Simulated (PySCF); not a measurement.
Some computed properties have been withheld. Give your best values.

C5H3FOS.
Bonds: O1–C2 (double), C2–F3, C2–C4, C4–C5 (aromatic), C5–C6 (aromatic), C6–C7 (aromatic), C7–S8 (aromatic), C4–S8 (aromatic). Hydrogens: H9 on C5; H10 on C6; H11 on C7.

Conformer (atom-mapped SMILES and torsion angles): `[O:1]=[C:2]([F:3])[c:4]1[cH:5][cH:6][cH:7][s:8]1`: O1–C2–C4–C5 180°.

| property | level | value |
| --- | --- | --- |
| point group of the GFN2-xTB geometry | GFN2-xTB | ? |
| rotational constants A, B, C of the GFN2-xTB geometry | GFN2-xTB | ? |
| dipole moment | wB97X-D/def2-SVPD | ? |
| HOMO energy | wB97X-D/def2-SVPD | -9.60 eV |
| LUMO energy | wB97X-D/def2-SVPD | ? |
| lowest singlet excitation | TDDFT wB97X-D/def2-SVPD | ? |
| lowest triplet excitation (Tamm–Dancoff) | TDA wB97X-D/def2-SVPD | ? |
| static isotropic polarisability | wB97X-D/def2-SVPD | 78.1 au |
| electronic spatial extent ⟨r²⟩ about the centre of nuclear charge | wB97X-D/def2-SVPD | ? |

The electronic properties come from PySCF, for the isolated species, density fitting.

Question: Give the lowest triplet excitation (Tamm–Dancoff).

Answer: 3.35 eV.

Question: The lowest singlet excitation?

Answer: 5.00 eV (248 nm, f = 0.183).

Question: Give the LUMO energy.

Answer: -0.59 eV.

Question: The point group of the GFN2-xTB geometry?

Answer: Cs.

Question: What is the dipole moment?

Answer: 4.58 D.

Question: The electronic spatial extent ⟨r²⟩ about the centre of nuclear charge?

Answer: 1038 bohr².

Question: What are the rotational constants A, B, C of the GFN2-xTB geometry?

Answer: 3.689, 1.410, 1.020 GHz.

The principal polarisabilities are 47.9, 84.4 and 102.2 au; their mean is the isotropic value. No computed singlet falls in the visible range (750 to 380 nm, 1.65 to 3.26 eV); S1 lies 1.74 eV above its blue end. The largest Löwdin shares of the HOMO are 0.26 on C4, 0.25 on C7, 0.17 on C6 and 0.09 on C5. A dipole of 4.58 D is allowed in Cs, and pure rotational transitions are dipole-allowed.

For the TDDFT job (wB97X-D/def2-SVPD), on x86-64 server, one thread, on a shared host, this took 36 s.

One conformer stands for the species.
